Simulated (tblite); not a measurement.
Species: C4H11GaN2O.
Numbering: `[H]/[N:8]=[CH:7]/[C@@H:5]([C:2](=[CH2:1])[GaH2-:3][NH3+:4])[OH:6]` (hydrogens: H9, H10 on C1; H11, H12 on Ga3; H13, H14, H15 on N4; H16 on C5; H17 on O6; H18 on C7; H19 on N8)
Bond orders are those of one Lewis drawing.

Computed with GFN2-xTB (tblite), gas phase: L-BFGS steps from a force-field or distance-geometry start until the largest atomic force falls under 0.01 eV/Å.

Geometry at step 205:
```
atom  x, y, z in Å
C1     -0.4682   -1.9073   -0.4310
C2     -0.1309   -0.6246   -0.4546
Ga3    -0.7443    1.2034    0.1083
N4     -2.6100    0.4662    1.0849
C5      1.2554   -0.1753   -0.8951
O6      1.1295    1.2246   -1.1167
C7      2.1050   -0.4614    0.2884
N8      2.3322    0.4896    1.0873
H9      0.1881   -2.7089   -0.7518
H10    -1.4534   -2.2112   -0.1103
H11    -0.1738    1.7926    1.4028
H12    -1.4957    2.1450   -0.8436
H13    -3.3380    0.2143    0.4164
H14    -2.9935    1.1689    1.7149
H15    -2.3623   -0.3531    1.6381
H16     1.6261   -0.6710   -1.8014
H17     1.8629    1.6594   -0.6473
H18     2.4151   -1.5065    0.3980
H19     2.8459    0.2647    1.9355
```

**Question.** Give the atomic forces at this geometry.

**Answer.** 
```csv
atom,Fx (eV/Å),Fy (eV/Å),Fz (eV/Å)
C1,0.007,0.041,-0.048
C2,0.067,-0.074,0.072
Ga3,-0.041,0.033,0.025
N4,-0.051,0.075,0.034
C5,0.011,0.001,0.005
O6,0.107,0.078,0.056
C7,0.061,0.233,0.140
N8,-0.012,-0.215,-0.210
H9,-0.008,-0.007,-0.030
H10,-0.019,-0.043,0.011
H11,-0.029,0.036,0.003
H12,-0.014,-0.004,0.001
H13,0.109,-0.049,0.079
H14,0.019,-0.047,-0.042
H15,-0.085,0.042,-0.066
H16,0.003,-0.010,-0.034
H17,-0.092,-0.071,-0.037
H18,-0.026,0.022,0.084
H19,-0.007,-0.040,-0.043
```

The largest, 0.30 eV/Å, acts on N8; the rms over all components is 0.072 eV/Å. The forces sum to zero within rounding, as they must for an isolated molecule in no field.

**Question.** Give the force on N8 in Eh/bohr and in nN.

**Answer.** 0.301 eV/Å ÷ 51.422 = 0.00585 Eh/bohr, and 0.301 eV/Å × 1.602 = 0.48 nN.

**Question.** How far is this geometry from the end of the optimisation?

**Answer.** 0.037 eV above it, and 0.268 Å rms away after alignment. The bonds farthest from their final lengths, with half the difference of the two atoms' forces along the bond (positive lengthens):

```json
{"bond": "Ga3–N4", "now (Å)": "2.231", "final (Å)": "2.217", "force along bond (eV/Å)": "0.00"}
{"bond": "Ga3–H11", "now (Å)": "1.532", "final (Å)": "1.540", "force along bond (eV/Å)": "-0.01"}
{"bond": "C2–Ga3", "now (Å)": "2.009", "final (Å)": "2.013", "force along bond (eV/Å)": "+0.06"}
{"bond": "C7=N8", "now (Å)": "1.263", "final (Å)": "1.258", "force along bond (eV/Å)": "-0.29"}
{"bond": "C5–C7", "now (Å)": "1.485", "final (Å)": "1.488", "force along bond (eV/Å)": "+0.05"}
{"bond": "O6–H17", "now (Å)": "0.973", "final (Å)": "0.976", "force along bond (eV/Å)": "-0.13"}
```

The angle farthest from its final value is C2–C5–C7, 103.5° against 108.3°.

The cost below is that of the whole relaxation. On an Intel Xeon at 2.50 GHz with one thread, no GPU (shared host), this took 7.1 s of wall time.
